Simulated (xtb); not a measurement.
C₂H₃ClF₂O₂Si, SMILES O=C(C)O[Si](Cl)(F)F. All values are semi-empirical tight-binding results from xtb (GFN2-xTB unless named), good for trends rather than for accurate numbers. Geometry: GFN2-xTB. One conformer was computed; it need not be the lowest.

| Property | Value |
|---|---|
| orbital gap | 4.96 eV |
| dipole moment | 2.91 D |
| zero-point energy | 36.2 kcal/mol |
| G − E(el) at 298.15 K (modified RRHO) | 13.1 kcal/mol |
| static polarisability (D4 model) | 83.3 bohr³ |
| solvation energy, GFN2-xTB/ALPB(water) | -1.7 kcal/mol |
| solvation energy, GFN2-xTB/ALPB(dmso) | -6.8 kcal/mol |
